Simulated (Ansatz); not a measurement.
System: dibromo(dichloro)methane, CBr₂Cl₂, net charge 0, singlet state. SMILES: ClC(Cl)(Br)Br
Geometry: optimised at B3LYP-D3(BJ)/def2-TZVP (Ansatz, an electronic-structure program).

Quantity: vertical triplet-singlet gap (E(triplet) - E(singlet); each state is the SCF solution reached for its spin), in kcal/mol. Correlated levels leave the core frozen unless marked. Open shells are spin-unrestricted. No spin-orbit coupling. The frozen core is the preceding noble-gas configuration, with the filled d and f shells of earlier blocks. Non-relativistic. Basis-set limits of correlation are two-point, X^-3; Hartree-Fock from the larger set.

CCSD(T)/CBS(def2-TZVPPD,def2-QZVPPD) (Ansatz) gives 106.0 kcal/mol.

Question: Another calculation gave 89.0 kcal/mol. Which level was it?
A) wB97X-V/def2-TZVPD (Ansatz)
B) B3LYP/def2-TZVPD (Ansatz)
C) r2SCAN/def2-TZVPD (Ansatz)
D) B2PLYP/def2-TZVPD (Ansatz)

Answer: C, r2SCAN/def2-TZVPD (Ansatz). The others give 93.5 (B3LYP), 101.6 (B2PLYP), 107.0 (wB97X-V) kcal/mol.
